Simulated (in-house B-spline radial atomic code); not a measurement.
How G0W0 and RPA depend on the start: I⁵⁺

Configuration [Kr] 4d10 5s2. Computed with an all-electron radial atomic-structure program (B-spline basis): all electrons, non-relativistic, point nucleus, each spin shell either full or empty, empty states to l = 9 with an (l + 1/2)⁻⁴ tail; G0W0 by contour deformation at full frequency.

Without relativity these are model numbers: it shifts the levels of so heavy an element strongly and can reorder them.

```tsv
start	mean-field 5s (eV)	G0W0 (eV)	QP weight	RPA correlation (Eh)
Hartree-Fock	-69.99	-72.22	0.974	-3.524
LDA VWN5	-67.15	-72.65	0.957	-3.8217
PBE	-66.60	-72.58	0.957	-3.816
PBE0	-67.70	-72.47	0.963	-3.7348
r2SCAN	-66.63	-72.57	0.960	-3.7652
HSE06	-67.40	-72.51	0.961	-3.7418
B3LYP (VWN-RPA)	-67.78	-72.54	0.961	-3.7519
SCAN	-66.87	?	?	?
TPSS	-66.34	-72.58	0.957	-3.8019
BHandHLYP	-68.90	-72.41	0.967	-3.6604
CAM-B3LYP	-69.49	-72.45	0.967	-3.7183
LC-wPBE	-70.72	?	?	?
wB97X	-70.44	-72.36	0.970	-3.7034
PBEsol	-66.67	-72.60	0.957	-3.8182
BLYP	-66.73	-72.62	0.957	-3.8172
r2SCAN0	-67.79	-72.47	0.964	-3.7009
LDA exchange-only	-65.67	-72.68	0.958	-3.8206
```

**Question.** What G0W0 level, weight and RPA correlation energy follow from the SCAN start?

**Answer.** G0W0 level -72.58 eV, weight 0.960, RPA correlation -3.7636 hartree.

**Question.** What G0W0 level, weight and RPA correlation energy follow from the LC-wPBE start?

**Answer.** G0W0 level -72.35 eV, weight 0.970, RPA correlation -3.7202 hartree.

**Question.** How much of the dependence on the start does G0W0 remove?

**Answer.** The mean-field levels span 5.05 eV and the G0W0 levels 0.457 eV. Against 74.4 ± 0.4 eV (NIST, semi-empirical) the G0W0 removal energies are off by -2.18 to -1.72 eV, with relativity, Breit and QED terms left out.
